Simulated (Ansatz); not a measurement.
`CN1C[SiH]1F` → 2 C• + F• + 6 H• + N• + Si•  (atomization)

Calculated with Ansatz (gas phase, PBE0-D4/def2-TZVP geometries, no zero-point term in ΔE). CBS: MP2 limit from def2 TZ/QZ plus the TZ coupled-cluster correction, frozen cores. This one scheme is used for every species, atoms too. For atomizations the MP2-based limit and the directly extrapolated one differ by several kJ/mol either way, and by 10 to 25 for some Ge, Se and Sn compounds, so smaller differences from it don't rank the levels. DFT in def2-TZVPP. B3LYP here is the variant with VWN-RPA as its local correlation; programs differ in this. Open shells (•) are unrestricted, without spin–orbit coupling. Spin–orbit coupling would lower the free atoms: a little for C, F, Si.

Task: What is ΔE at CCSD(T)/CBS? (Best estimate.)

Result: Ansatz gave: +43.08 eV.

Task: What do these levels give: PBE-D4, PBE0-D4, B3LYP-D4, BHLYP-D4, ωB97X-V, B2PLYP, PBE-QIDH, r2SCAN, PBE0, r2SCAN0, HF/def2-SVP, HF/def2-QZVPP? (An estimate is asked.)

Result: Ansatz gave: PBE-D4 44.02, PBE0-D4 43.17, B3LYP-D4 43.12, BHLYP-D4 41.79, ωB97X-V 43.30, B2PLYP 42.67, PBE-QIDH 42.80, r2SCAN 43.06, PBE0 42.99, r2SCAN0 42.37, HF/def2-SVP 30.75, HF/def2-QZVPP 30.94 eV.

Task: What do rigid-rotor, harmonic-oscillator terms from PBE0-D4/def2-TZVP frequencies (298.15 K, 1 bar) make of the CCSD(T)/CBS value? (An estimate is asked.)

Result: Computed: ΔZPE = -2.23 eV, ΔH = +41.36 eV, ΔS = 1153 J/(mol·K), ΔG = +37.80 eV. Open shells count their whole term as degenerate.

Largest T1 diagnostic among the species: 0.012.

From r2SCAN to r2SCAN0 (25 % exact exchange), in def2-TZVPP and without D4, ΔE moves by −0.70 eV: exact exchange takes away binding that semilocal exchange gives to molecules. At CCSD(T), def2-SVP lies −2.81 eV from the extrapolated value and def2-TZVPP −1.24 eV: correlation converges slowly with the basis, and small sets miss more of it in the bonded molecule than in its fragments. In def2-TZVPP, CCSD(T) changes the Hartree–Fock value by +11.01 eV (the triples alone add +0.65 eV) and MP2 by +11.83 eV; breaking electron pairs costs correlation energy, which Hartree–Fock lacks.
